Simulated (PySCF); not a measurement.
# Worked example: entropy of an ideal gas

O3Sn, SMILES [O]1[O][Sn]1=[O].

The structure is a stationary point at PBE-D3(BJ)/def2-SVP. The def2 effective core potentials stand for the cores of Sn; spin–orbit coupling is left out.

PBE-D3(BJ)/def2-SVP run with PySCF gives the harmonic wavenumbers 118, 130, 519, 544, 725, 812 cm⁻¹ and the rotational temperatures 1.1192, 0.1545, 0.1357 K. The molar mass is 166.71 g/mol, the symmetry number 2, the spin multiplicity 1.

### Question
Work out the entropy at 298.15 K and 1 atm in the rigid-rotor, harmonic-oscillator model.

### Answer

Translation (Sackur–Tetrode at 1 atm): S = R[1.5 ln M + 2.5 ln T − 1.16487] = 172.6 J/(mol K).
Rotation: q = (√π/σ) T^1.5/√(θA θB θC) = 29800, S = R[ln q + 3/2] = 98.1 J/(mol K).
Vibration: with u = 1.4388 ν/T, each mode gives R[u/(e^u − 1) − ln(1 − e^−u)]:
```csv
ν (cm⁻¹),modes,u,S (J/(mol K))
118,1,0.57,13.11
130,1,0.63,12.33
519,1,2.50,2.56
544,1,2.63,2.33
725,1,3.50,1.16
812,1,3.92,0.83
```
These are all the modes. Sum 32.3 J/(mol K).
Spin: R ln 1 = 0.0 J/(mol K).
Total 303.0 J/(mol K); the program's own thermochemistry gives 303.0. Translation makes up 57 % and vibration 11 %. Anharmonicity, hindered rotation and orbital degeneracy are left out.
